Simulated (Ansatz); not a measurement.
`[F][Ge][N]([SiH3])[SiH3]` + `CNC` → `C[N](C)[Ge][F]` + `[SiH3]N[SiH3]` at 400 K and 1 bar (ligand exchange at a Ge–N bond).

Isolated molecules relaxed with PBE0-D4/def2-TZVP in Ansatz; ΔE leaves out vibrations. CCSD(T)/CBS is the MP2 limit (def2-TZVPP, def2-QZVPP) plus CCSD(T) − MP2 in def2-TZVPP, frozen cores. This one scheme is used for every species. For Ge outer-core shells are correlated without core-valence functions, which leaves a few kJ/mol of doubt a bond. Scalar relativity is left out up to krypton. One conformer a species, not always the lowest.

| species | CCSD(T)/CBS energy (Eh) | H − E (kJ/mol) | S (J/(mol·K)) |
| --- | --- | --- | --- |
| `[F][Ge][N]([SiH3])[SiH3]` | -2812.46809 | 193.9 | 427.6 |
| `CNC` | -135.00321 | 264.6 | 293.2 |
| `C[N](C)[Ge][F]` | -2310.36681 | 253.2 | 376.2 |
| `[SiH3]N[SiH3]` | -637.10515 | 203.4 | 366.7 |

H − E and S are ideal-gas, rigid-rotor, harmonic terms from PBE0-D4/def2-TZVP, for one conformer and one mirror image of each species. 1 Eh = 2625.50 kJ/mol, R = 8.31446 J/(mol·K).

Q: By hand: ΔE, ΔH, ΔS and ΔG.

A: ΔE = (-2310.36681) + (-637.10515) − (-2812.46809) − (-135.00321) = -0.00066 Eh = -1.7 kJ/mol. Δ(H − E) = 253.2 + 203.4 − 193.9 − 264.6 = -1.9, so ΔH = -3.6 kJ/mol. ΔS = 376.2 + 366.7 − 427.6 − 293.2 = 22.1 J/(mol·K). ΔG = -3.6 − 400 × (22.1)/1000 = -12.4 kJ/mol.

Q: By hand: the equilibrium constant, and the temperature at which ΔG would vanish if ΔH and ΔS stayed fixed.

A: log₁₀ K = −ΔG/(RT ln 10) = 1.6. ΔH and −TΔS have one sign here, so there is no such temperature.

TΔS isn't small against ΔH here. A doubt of 5 kJ/mol in ΔE shifts log₁₀ K by 0.7 here. Other conformers and mirror images would add mixing entropy, several J/(mol·K) or more a flexible species. Modes under 60 cm⁻¹, often nearly free rotors, make the harmonic entropy too high. These are equilibria of isolated gas molecules and say nothing of rates. Largest T1 diagnostic: 0.015 (customary marks: 0.02 for closed shells, 0.045 for open ones).
